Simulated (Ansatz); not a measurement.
Ansatz (a first-principles code) input (B3LYP-D3(BJ)/def2-TZVP):

Ansatz 0.2 input:
```yaml
crystal:
  periodic: [false, false, false]
  atoms:
    - {symbol: B, position_ang: [0.26844068, -0.48624270, 0.25143736]}
    - {symbol: C, position_ang: [1.40347215, 0.02016161, -0.46209505]}
    - {symbol: C, position_ang: [-1.19175604, 0.24216306, 0.22690635]}
    - {symbol: H, position_ang: [0.31895715, -1.50042459, 0.92595319]}
    - {symbol: H, position_ang: [2.39834256, -0.44352449, -0.46578282]}
    - {symbol: H, position_ang: [1.40460110, 0.92588915, -1.08125690]}
    - {symbol: H, position_ang: [-1.20282030, 1.14269731, -0.39441998]}
    - {symbol: H, position_ang: [-1.52004632, 0.54736042, 1.22950649]}
    - {symbol: H, position_ang: [-1.97890265, -0.41798175, -0.16121429]}
basis:
  gaussian:
    orbitals: def2-TZVP
hamiltonian:
  xc: b3lyp
  dispersion: d3bj
total_charge: -1
relax: {f_tol: 0.002, max_steps: 150}
```

End of the output:

```
mean field -2849.62070528 eV, -104.7216293769 hartree, gradient 1.6e-5 eV, S^2 0.000000; 0 other end points of the search recorded, 0 dependent functions left out
the calculation of the forces begins
reference -2849.62096620 eV, -104.7216389653 hartree; 12, 12 occupied and 117, 117 virtual orbitals, 793 factors
relax step   7: F+E_penalty+E_count = -2849.83156734 eV  Δ(F+E_penalty+E_count) = -2.133e-4 eV  max|allowed force component| = 2.310e-3 eV/Å  Δτ_max = 0.0093 Å  (32 SCF iters, accepted)
these checks for a lower state are left out or cut short: starts, cluster_reference, orbital_swaps, neighbouring_geometries, increment
integrals: 0.03 GiB planned
793 factors; their error is unknown
mean field: 0.41 GiB planned
mean field evaluation 64: about -2849.6207 eV, gradient 1.6e-5 eV
mean field -2849.62070829 eV, -104.7216294872 hartree, gradient 1.6e-5 eV, S^2 0.000000; 0 other end points of the search recorded, 0 dependent functions left out
the calculation of the forces begins
reference -2849.62096920 eV, -104.7216390758 hartree; 12, 12 occupied and 117, 117 virtual orbitals, 793 factors
relax step   8: F+E_penalty+E_count = -2849.83156976 eV  Δ(F+E_penalty+E_count) = -2.422e-6 eV  max|allowed force component| = 9.116e-4 eV/Å  Δτ_max = 0.0016 Å  (32 SCF iters, accepted)
integrals: 0.03 GiB planned
793 factors; their error is unknown
mean field: 0.41 GiB planned
mean field -2849.62070829 eV, -104.7216294872 hartree, gradient 1.6e-5 eV, S^2 0.000000; 1 other end points of the search recorded, 0 dependent functions left out
the calculation of the forces begins
reference -2849.62096920 eV, -104.7216390758 hartree; 12, 12 occupied and 117, 117 virtual orbitals, 793 factors
Total energy: -2849.83183068 eV, -104.7293880921 hartree
Atom 0 at     0.259056    -0.473290     0.246825 Å, force    -0.000337    -0.000689     0.000047 eV/Å
Atom 1 at     1.417968     0.023057    -0.469923 Å, force     0.000912     0.000501     0.000255 eV/Å
Atom 2 at    -1.191698     0.241650     0.227423 Å, force     0.000100     0.000143     0.000107 eV/Å
Atom 3 at     0.322393    -1.492609     0.925497 Å, force    -0.000076     0.000170    -0.000080 eV/Å
Atom 4 at     2.397210    -0.458979    -0.457030 Å, force     0.000004     0.000116    -0.000078 eV/Å
Atom 5 at     1.400431     0.928292    -1.084769 Å, force    -0.000124    -0.000368    -0.000492 eV/Å
Atom 6 at    -1.200425     1.147668    -0.393054 Å, force     0.000090     0.000293    -0.000115 eV/Å
Atom 7 at    -1.525264     0.536626     1.233892 Å, force    -0.000568    -0.000346     0.000140 eV/Å
Atom 8 at    -1.979383    -0.422318    -0.159826 Å, force    -0.000000     0.000180     0.000217 eV/Å
Dipole moment:    -0.472223     0.240992    -0.011807 e Å
```

It need not be the lowest isomer of its formula. Whether it binds its extra electron was not tested at this geometry.
